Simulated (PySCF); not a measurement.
W(NH)2(Br)(SH) (BrH3N2SW), SMILES [NH]=[W](=[NH])([SH])[Br], multiplicity 1.

The structure is a stationary point at r2SCAN-D4/def2-SVP. The spin state was assumed, not searched. The def2 effective core potentials stand for the cores of W; spin–orbit coupling is left out. One conformer was computed; it need not be the lowest.

Vertical ionisation energy (IE) and electron affinity (EA) in eV. Rows of orbital energies are one-electron estimates. Where ΔSCF, EOM or ADC give a negative EA the extra electron is unbound and the value depends on the basis.

| level | IE | EA |
|---|---|---|
| −ε(HOMO), −ε(LUMO), HF/def2-TZVP (PySCF) | ___ | ___ |
| −ε(HOMO), −ε(LUMO), PBE/def2-TZVP (PySCF) | 6.49 | 2.95 |

Q: Fill in the missing entries. (An estimate is asked for; the answer gives what the named calculation found.)

A: 
- −ε(HOMO), −ε(LUMO), HF/def2-TZVP (PySCF), IE: 10.28
- −ε(HOMO), −ε(LUMO), HF/def2-TZVP (PySCF), EA: -1.02
